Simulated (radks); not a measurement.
Q: All-electron atom: Ir II in [Xe] 4f14 5d7 7d1 (not the ground configuration). Calculated with a radial shooting solver on a logarithmic mesh with Libxc functionals: scalar-relativistic Kohn-Sham, PBE, spin-polarised, spherical densities, point nucleus; open shells are filled with parallel spins first (spin-orbit coupling, left out, can overturn this in heavy ions). Some entries of the table are withheld. Estimate them.

orbital  occ.  eigenvalue (hartree)  <r> (bohr)
1s down     1             -2798.587     0.01743
1s up       1             -2798.586     0.01743
2s up       1             -490.0022     0.07360
2s down     1             -489.9953     0.07360
2p up       3             -425.6974     0.06624
2p down     3             -425.6918     0.06624
3s up       1             -115.0177      0.1904
3s down     1             -115.0153      0.1904
3p up       3             -96.21863      0.1913
3p down     3             -96.21593      0.1913
3d up       5             -75.54604      0.1733
3d down     5             -75.54114      0.1733
4s up       1             -24.96097      0.4233
4s down     1             -24.95437      0.4233
4p up       3             -18.79643      0.4505
4p down     3             -18.79035      0.4505
4d up       5             -11.23114      0.4784
4d down     5             -11.22407      0.4783
5s up       1              -4.16151      0.9801
5s down     1              -4.10936      0.9760
4f up       7              -2.82517      0.5361
4f down     7              -2.81368      0.5344
5p up       3                   (1)       1.136
5p down     3                   (2)       1.130
5d up       5              -0.82025       1.619
5d down     2              -0.74353       1.636
7d up       1              -0.09895       11.10

A: 
(1) 5p up eigenvalue (hartree): -2.57906
(2) 5p down eigenvalue (hartree): -2.51263
